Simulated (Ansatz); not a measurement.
A structure relaxed at PBE0-D4/def2-TZVP, charge 0, multiplicity 1:

```csv
atom,x (Å),y (Å),z (Å)
C1,0.4627,0.0474,1.0598
C2,-0.5524,0.8919,1.1951
Se3,-1.6993,0.9836,-0.3099
C4,-0.2927,0.0067,-1.2720
C5,0.5063,-0.7448,-0.2135
H6,1.1844,-0.1230,1.8514
H7,-0.7736,1.4864,2.0712
H8,-0.7521,-0.6481,-2.0102
H9,0.3219,0.7501,-1.7810
H10,0.0646,-1.7345,-0.0319
H11,1.5301,-0.9157,-0.5588
```

Problem. Give its formula and SMILES.

Solution. C4H6Se, `C1=C[Se]CC1`.

Problem. Summarise the bond lengths by kind.

Solution. 3 × C–C 1.327 to 1.524 Å; 6 × C–H 1.082 to 1.099 Å; 2 × C–Se 1.894 to 1.964 Å.

Computed with Ansatz.
